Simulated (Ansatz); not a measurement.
Born–Oppenheimer molecular dynamics of Cl3In (4 atoms, charge 0, multiplicity 1). It goes on from the last frame of an earlier run, with new velocities.

Method: RKS r2SCAN-D4/def2-SVP in Ansatz.

```yaml
ensemble: NVE (velocity Verlet)
time_step: 2 fs
steps_asked: 150
starting_velocities_drawn_for: 1500 K
seed: 135398
```

First frame:

```xyz
4
Properties=species:S:1:pos:R:3
In -0.007 0.050 0.003
Cl 0.045 -0.053 2.335
Cl 1.980 -0.056 -1.140
Cl -2.003 -0.053 -1.205
```

How far do the bonds stretch over the last three quarters of this one trajectory? (Pairs bonded in most of those frames.)


```
   bond  mean (Å)  spread (Å)  shortest  longest
In1–Cl2     2.330       0.082      2.20     2.47
In1–Cl3     2.349       0.096      2.18     2.51
In1–Cl4     2.326       0.050      2.24     2.42
```

Mean temperature of the second half: 791 K. The conserved energy stayed within 0.39 meV per atom of its start (net change 0.045 meV per atom), so the integration is sound. Over the second half the temperature averaged 0.53 of the 1500 K drawn at the start: a run that starts near a minimum puts about half its kinetic energy into the potential. A run of 0.3 ps of so small a system gives no equilibrium averages.

Time of the run: 7.6 min on 2 threads of Arm Neoverse V1 (shared host), peak memory 0.15 GiB.
